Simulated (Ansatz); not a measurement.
`C=[C](N)[GaH][F]` + CH₄ → `C=[C](N)[GaH][CH3]` + H–F  (formal exchange of groups at a Ga–F bond)

Gas-phase electronic energies from Ansatz, PBE0-D4/def2-TZVP geometries. CCSD(T)/CBS is the MP2 limit (def2-TZVPP, def2-QZVPP) plus CCSD(T) − MP2 in def2-TZVPP, frozen cores. This one scheme is used for every species. Functionals use def2-TZVPP. B3LYP here is the variant with VWN-RPA as its local correlation; programs differ in this. For Ga outer-core shells are correlated without core-valence functions, which leaves a few kJ/mol of doubt a bond. Scalar relativity is left out up to krypton. Each species was taken in one conformer, which may not be the lowest.

```json
{"level": "PBE-D4", "ΔE (kJ/mol)": "122.3", "difference from CCSD(T)/CBS": "9.0"}
{"level": "r2SCAN-D4", "ΔE (kJ/mol)": "131.7", "difference from CCSD(T)/CBS": "18.4"}
{"level": "PBE0-D4", "ΔE (kJ/mol)": "118.7", "difference from CCSD(T)/CBS": "5.4"}
{"level": "B3LYP-D4", "ΔE (kJ/mol)": "130.3", "difference from CCSD(T)/CBS": "17.0"}
{"level": "ωB97X-V", "ΔE (kJ/mol)": "128.7", "difference from CCSD(T)/CBS": "15.4"}
{"level": "ωB97M-V", "ΔE (kJ/mol)": "124.5", "difference from CCSD(T)/CBS": "11.2"}
{"level": "B2PLYP", "ΔE (kJ/mol)": "131.8", "difference from CCSD(T)/CBS": "18.5"}
{"level": "PBE", "ΔE (kJ/mol)": "126.3", "difference from CCSD(T)/CBS": "13.0"}
{"level": "r2SCAN", "ΔE (kJ/mol)": "132.9", "difference from CCSD(T)/CBS": "19.6"}
{"level": "PBE0", "ΔE (kJ/mol)": "122.3", "difference from CCSD(T)/CBS": "9.0"}
{"level": "B3LYP", "ΔE (kJ/mol)": "136.6", "difference from CCSD(T)/CBS": "23.3"}
{"level": "HF/def2-TZVPP", "ΔE (kJ/mol)": "142.1", "difference from CCSD(T)/CBS": "28.8"}
{"level": "MP2/def2-TZVPP", "ΔE (kJ/mol)": "116.9", "difference from CCSD(T)/CBS": "3.6"}
{"level": "SCS-MP2/def2-TZVPP", "ΔE (kJ/mol)": "123.9", "difference from CCSD(T)/CBS": "10.6"}
{"level": "CCSD/def2-TZVPP", "ΔE (kJ/mol)": "119.7", "difference from CCSD(T)/CBS": "6.4"}
{"level": "CCSD(T)/def2-TZVPP", "ΔE (kJ/mol)": "118.0", "difference from CCSD(T)/CBS": "4.7"}
{"level": "HF/def2-QZVPP", "ΔE (kJ/mol)": "143.4", "difference from CCSD(T)/CBS": "30.1"}
{"level": "MP2/def2-QZVPP", "ΔE (kJ/mol)": "114.6", "difference from CCSD(T)/CBS": "1.3"}
{"level": "SCS-MP2/def2-QZVPP", "ΔE (kJ/mol)": "122.1", "difference from CCSD(T)/CBS": "8.8"}
{"level": "HF/CBS(def2)", "ΔE (kJ/mol)": "143.5", "difference from CCSD(T)/CBS": "30.2"}
{"level": "MP2/CBS(def2)", "ΔE (kJ/mol)": "112.2", "difference from CCSD(T)/CBS": "-1.1"}
{"level": "CCSD/CBS(def2)", "ΔE (kJ/mol)": "115.1", "difference from CCSD(T)/CBS": "1.8"}
{"level": "CCSD(T)/CBS", "ΔE (kJ/mol)": "113.3", "difference from CCSD(T)/CBS": "0"}
```

Largest T1 diagnostic among the species: 0.014.

From PBE to PBE0 (25 % exact exchange), in def2-TZVPP and without D4, ΔE moves by −4.1 kJ/mol. In def2-TZVPP, CCSD(T) changes the Hartree–Fock value by −24.1 kJ/mol (the triples alone add −1.8 kJ/mol) and MP2 by −25.2 kJ/mol.

CCSD(T)/CBS has its own doubt, a few kJ/mol and more with outer-core shells, so smaller differences from it don't rank the levels.
